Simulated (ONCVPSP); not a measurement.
An all-electron radial function and its pseudo partner (copper (Cu))

Columns: radius, all-electron u(r) and pseudo u(r) of the 3s shell (level -140.29 eV) of copper in the configuration [Ne] 3s2 3p6 3d9; PBE, scalar-relativistic, ONCV scheme, ONCVPSP 4.0.1.

```csv
r (bohr),all-electron,pseudo
0.055,0.1667,0.0189
0.110,-0.4932,0.0635
0.165,-0.7068,0.1521
0.220,-0.5039,0.2910
0.275,-0.1036,0.4726
0.330,0.3301,0.6781
0.385,0.7080,0.8831
0.440,0.9948,1.0636
0.495,1.1851,1.2013
0.550,1.2894,1.2864
0.605,1.3254,1.3194
0.660,1.3099,1.3060
0.715,1.2584,1.2569
0.770,1.1837,1.1832
0.825,1.0954,1.0951
0.880,1.0010,1.0008
0.935,0.9055,0.9053
0.990,0.8124,0.8122
1.045,0.7240,0.7238
1.100,0.6416,0.6414
1.155,0.5659,0.5658
1.210,0.4971,0.4970
1.265,0.4352,0.4351
1.320,0.3799,0.3798
1.375,0.3307,0.3306
1.430,0.2872,0.2871
```

How many radial nodes do the two functions have?

The all-electron 3s function has n − l − 1 = 2; the pseudo-wave has 0, since the states of the same l below it are removed with the core.

At about which radius was the pseudo-wave matched?

0.85 bohr. The columns agree to 0.0005 from 0.77 bohr on; several derivatives are matched, so the curves merge somewhat inside the radius.

Where does each function peak?

Outermost all-electron maximum near 0.60 bohr, pseudo maximum near 0.60 bohr (to the table’s step).

Is the pseudo-wave norm-conserving?

Yes: the ONCV scheme keeps the norm inside the radius equal to the all-electron one, which fixes the energy derivative of the logarithmic derivative at the level.
